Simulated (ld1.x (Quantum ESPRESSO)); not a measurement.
## Cd: excitation energies, all-electron against TM

ld1.x (Quantum ESPRESSO) 7.5 input, shortened:

```
&input
   title='Cd', zed=48., rel=1, dft='PBE', iswitch=3,
   config='[Kr] 4d10 5s1.5 5p0'
 /
 &inputp
   pseudotype=2, tm=.true., lloc=2,
   nlcc=.false.
 /
3
5S  1  0   1.50   0.00  2.50  2.50  0.0
5P  2  1   0.00   0.00  2.80  2.80  0.0
4D  3  2  10.00   0.00  1.75  1.75  0.0
 &test
   configts(1)='4d10 5s1.5 5p0'
 /
```

Energies are relative to the spin-unpolarised reference configuration 4d10 5s1.5 5p0; without spin polarisation the order of configurations can differ from experiment.

```json
{"valence configuration": "4d10 5s2 5p0", "charge": "0", "ΔE all-electron (eV)": "-3.710", "error AE − PS (meV)": "+2.0"}
{"valence configuration": "4d10 5s1 5p0", "charge": "+1", "ΔE all-electron (eV)": "5.562", "error AE − PS (meV)": "+1.1"}
{"valence configuration": "4d10 5s0 5p0", "charge": "+2", "ΔE all-electron (eV)": "22.688", "error AE − PS (meV)": "+25"}
{"valence configuration": "4d9 5s0 5p0", "charge": "+3", "ΔE all-electron (eV)": "60.697", "error AE − PS (meV)": "+51"}
{"valence configuration": "4d10 5s0 5p2", "charge": "0", "ΔE all-electron (eV)": "5.960", "error AE − PS (meV)": "+1.9"}
```

**Question.** What are ΔE and the potential's error for 4d9 5s2 5p0?

**Answer.** ΔE = 14.264 eV all-electron; the error (AE − PS) is -70 meV.

**Question.** What are ΔE and the potential's error for 4d9 5s2 5p1?

**Answer.** ΔE = 8.936 eV all-electron; the error (AE − PS) is -107 meV.

Levels in the configuration 4d10 5s1 5p0:

```csv
level,all-electron (eV),pseudo (eV)
4d,-20.510,-20.487
5s,-13.058,-13.049
```

These tests converged, but a pseudo level misses the all-electron one widely, so the file describes the atom poorly there or has found another state: 4d9 5s0 5p0: empty 5p by 6.5 eV.

Note: ghost states, extra bound levels that the all-electron valence spectrum of the same l lacks: s at -124.3 eV, p at -39.2 eV. A true bound ghost makes a file unfit for plane-wave use.
